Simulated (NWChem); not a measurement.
Everything below was run with NWChem. System: HGeI, charge 1, spin multiplicity 2, at the geometry of a parent with another charge or spin, in a state set for the comparison that need not be this species' ground state. Its SCF solution wasn't tested for a lower state. Level: PBE/x2c-SVPall-2c, spin-orbit ZORA.

Part of the output:

```
             Northwest Computational Chemistry Package (NWChem) 7.3.0
             --------------------------------------------------------

                                NWChem Input Module
                                -------------------

 Scaling coordinates for geometry "geometry" by  1.889725989
 (inverse scale =  0.529177249)

                             Geometry "geometry" -> ""
                             -------------------------

 Output coordinates in angstroms (scale by  1.889725989 to convert to a.u.)

  No.       Tag          Charge          X              Y              Z
 ---- ---------------- ---------- -------------- -------------- --------------
    1 Ge                  32.0000    -1.06058100     1.15901000     0.00000000
    2 H                    1.0000     0.07671000     2.28342700     0.00000000
    3 I                   53.0000     0.63890300    -0.74286300     0.00000000

 Effective nuclear repulsion energy (a.u.)     371.5770960273

            Nuclear Dipole moment (a.u.)
            ----------------------------
        X                 Y               Z
 ---------------- ---------------- ----------------
    -0.0000434637     0.0000151178     0.0000000000


 Summary of "ao basis" -> "" (spherical)
 ------------------------------------------------------------------------------
       Tag                 Description            Shells   Functions and Types
 ---------------- ------------------------------  ------  ---------------------
 *                       x2c-svpall-2c                on all atoms

  pbe96 is a nonlocal functional; adding pw91lda local functional.

                                 NWChem DFT Module
                                 -----------------

 Summary of "ao basis" -> "ao basis" (spherical)
 ------------------------------------------------------------------------------
       Tag                 Description            Shells   Functions and Types
 ---------------- ------------------------------  ------  ---------------------
 Ge                      x2c-svpall-2c              14       38   5s6p3d
 H                       x2c-svpall-2c               3        5   2s1p
 I                       x2c-svpall-2c              18       50   6s8p4d

 Summary of "ao basis" -> "ao basis" (spherical)
 ------------------------------------------------------------------------------
       Tag                 Description            Shells   Functions and Types
 ---------------- ------------------------------  ------  ---------------------
[...]
    67     0.274632  -0.001375  3 I  pz                11     0.254235  -0.001320  1 Ge pz
    64     0.210257  -0.001071  3 I  pz                58    -0.182183   0.000915  3 I  pz
     8    -0.100090   0.000540  1 Ge pz                55     0.068698  -0.000324  3 I  pz
    85    -0.044824   0.000012  3 I  d -1              87    -0.041220   0.000463  3 I  d  1

 Vector   88  Occ=0.000000D+00  E=-3.584711D-01
              MO Center=  2.5D-04,  6.0D-04,  4.5D-11, r^2= 1.0D-02
  Bfn.         Coefficient        Function           Bfn.         Coefficient        Function
  ----     -------------------  ------------         ----     -------------------  ------------
   113     0.547837   0.105214  1 Ge pz               110     0.529788   0.101728  1 Ge pz
   160    -0.274124  -0.052551  3 I  pz               104    -0.247412  -0.047523  1 Ge pz
   157    -0.211261  -0.040537  3 I  pz               151     0.182360   0.034966  3 I  pz
   101     0.097534   0.018776  1 Ge pz               148    -0.067417  -0.012885  3 I  pz
   178     0.045570   0.008533  3 I  d -1             180     0.040122   0.007955  3 I  d  1

   alpha - beta orbital overlaps
   -----------------------------

   alpha      1      2      3      4      5      6      7      8      9     10
    beta      1      2      3      4      4      6      7      8      9     10
 overlap   1.132  1.356  1.453  0.773  0.144  0.668  0.669  0.667  1.156  1.163

   alpha     11     12     13     14     15     16     17     18     19     20
    beta     11      6      7      8     66     16     67     66     62     67
 overlap   1.146  0.203  0.203  0.203  0.117  0.099  0.083  0.074  0.050  0.071

   alpha     21     22     23     24     25     26     27     28     29     30
    beta      6      7      8     24     25     26     27     28     24     25
 overlap   0.018  0.017  0.019  0.703  0.701  0.701  0.701  0.702  0.239  0.239

   alpha     31     32     33     34     35     36     37     38     39     40
    beta     26     27     28     24     25     26     27     28     39     39
 overlap   0.239  0.239  0.239  0.035  0.036  0.036  0.037  0.037  0.136  0.051

   alpha     41     42     43     44     45     46     47     48     49     50
    beta      4      4     67     44     45     46     47     48     48     50
 overlap   0.010  0.008  0.002  1.171  1.530  1.850  2.062  1.052  0.237  1.284

   alpha     51     52     53     54     55     56     57     58     59     60
    beta     51     52     53     54     55     56     57     58     50     51
 overlap   1.285  1.286  1.633  1.641  1.645  1.325  1.396  1.420  0.014  0.014

   alpha     61     62     63     64     65     66     67     68     69     70
    beta     52     62     63     67     62     66     67     56     57     58
 overlap   0.014  0.146  0.237  0.284  0.136  0.241  0.303  0.025  0.027  0.029

   alpha     71     72     73     74     75     76     77     78     79     80
    beta     50     51     52     74     75     76     77     78     79     80
 overlap   0.060  0.059  0.059  1.155  1.155  1.155  1.155  1.155  1.134  1.132

   alpha     81     82     83     84     85     86     87     88     89     90
    beta     81     82     83     79     80     81     82     83     79     80
 overlap   1.133  1.132  1.132  0.020  0.022  0.021  0.023  0.022  0.017  0.017

   alpha     91     92     93
    beta     81     82     83
 overlap   0.017  0.017  0.017

     --------------------------
     Expectation value of S2:
     --------------------------
      <S2> =      0.7736 (Exact =     0.7500)

     Multipole analysis of the density
     ---------------------------------

     L   x y z        total         alpha         beta         nuclear
     -   - - -        -----         -----         ----         -------
     0   0 0 0      1.000000    -42.977584    -42.022416     86.000000

     1   1 0 0     -0.630625     -0.218251     -0.412330     -0.000043
     1   0 1 0      1.001843      0.173414      0.828414      0.000015
     1   0 0 1      0.000000      0.000000      0.000000      0.000000

     2   2 0 0    -25.956894   -119.024981   -112.750039    205.818126
     2   1 1 0     -4.761691    113.543941    111.366397   -229.672030
     2   1 0 1     -0.000000     -0.000000      0.000000      0.000000
     2   0 2 0    -23.875675   -153.978706   -146.467262    276.570292
     2   0 1 1      0.000000      0.000000     -0.000000      0.000000
     2   0 0 2    -29.643595    -15.348099    -14.295497      0.000000

 Task  times  cpu:       22.7s     wall:       22.7s

 Total times  cpu:       22.7s     wall:       22.7s
```

Question: Write an NWChem input that would produce this output.

Answer: One answer among several that fit: 
```
start mol
memory heap 200 mb stack 900 mb global 1100 mb
charge 1
geometry units angstroms nocenter noautoz noautosym
  Ge    -1.060581     1.159010     0.000000
  H      0.076710     2.283427     0.000000
  I      0.638903    -0.742863     0.000000
end
basis spherical
  * library x2c-svpall-2c
end
relativistic
  zora on
end
dft
  xc xpbe96 cpbe96
  odft
  mult 2
  semidirect memsize 60000000 filesize 0
  iterations 100
  grid fine
end
task sodft energy
```
